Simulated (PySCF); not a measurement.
**Spin-rotation constants: `C[Se](=O)(=O)C/C=N/CC#N`, C5H8N2O2Se**

Geometry:
```tsv
atom	x (Å)	y (Å)	z (Å)
C1	-3.440	-0.328	-0.149
Se2	-1.757	0.250	0.613
O3	-1.888	1.737	1.123
O4	-1.310	-0.758	1.736
C5	-0.477	0.205	-0.877
C6	0.814	0.404	-0.178
N7	1.712	-0.469	-0.231
C8	2.933	-0.307	0.506
C9	4.052	-0.263	-0.412
N10	4.930	-0.206	-1.139
H11	-3.719	0.346	-0.952
H12	-4.163	-0.272	0.665
H13	-3.335	-1.352	-0.494
H14	-0.519	-0.754	-1.388
H15	-0.729	1.037	-1.533
H16	0.880	1.327	0.424
H17	3.052	-1.191	1.143
H18	2.954	0.602	1.132
```

Theory: GIAO HF/pcSseg-1 magnetisability, rotational g tensor and spin-rotation constants, non-relativistic, gas phase in PySCF 2.14.0. Geometry: GFN2-xTB.

The calculation is non-relativistic, which matters for the atoms heavier than Zn.

Task: Give the nuclear spin-rotation constants along the inertial axes (H = +C I·J) beside the isotropic shieldings.

Result: Rotational constants 3.2695, 0.3812, 0.3763 GHz. A star marks the isotopologue with that one atom substituted, in its own axes.
| atom | isotope | Caa (kHz) | Cbb (kHz) | Ccc (kHz) | mean (kHz) | σ (ppm) |
| --- | --- | --- | --- | --- | --- | --- |
| N7 | 14N | 0.887 | 0.061 | 0.057 | 0.335 | -117.6 |
| N10 | 14N | 0.242 | 0.070 | 0.086 | 0.133 | -42.0 |
| H11 | 1H | -0.331 | -0.011 | -0.029 | -0.124 | 29.6 |
| H12 | 1H | -0.019 | -0.024 | -0.046 | -0.030 | 28.9 |
| H13 | 1H | -0.333 | -0.042 | 0.002 | -0.124 | 29.6 |
| H14 | 1H | -0.344 | -0.029 | -0.001 | -0.125 | 28.4 |
| H15 | 1H | -0.334 | -0.016 | -0.017 | -0.122 | 28.5 |
| H16 | 1H | -0.271 | -0.017 | 0.010 | -0.093 | 24.1 |
| H17 | 1H | -0.331 | -0.017 | -0.005 | -0.118 | 27.4 |
| H18 | 1H | -0.331 | -0.022 | -0.005 | -0.119 | 28.2 |
| C1 | 13C* | 0.471 | 0.062 | 0.062 | 0.198 | 156.5 |
| Se2 | 77Se* | 8.682 | 0.908 | 0.765 | 3.452 | 980.6 |
| O3 | 17O* | -0.669 | -0.056 | -0.073 | -0.266 | 174.2 |
| C5 | 13C* | 0.573 | 0.073 | 0.073 | 0.240 | 137.3 |
| C6 | 13C* | 1.155 | 0.134 | 0.130 | 0.473 | 30.4 |
| C8 | 13C* | 0.551 | 0.060 | 0.064 | 0.225 | 150.7 |
| C9 | 13C* | 0.338 | 0.126 | 0.166 | 0.210 | 68.5 |

For the geometry as given, no vibrational averaging.
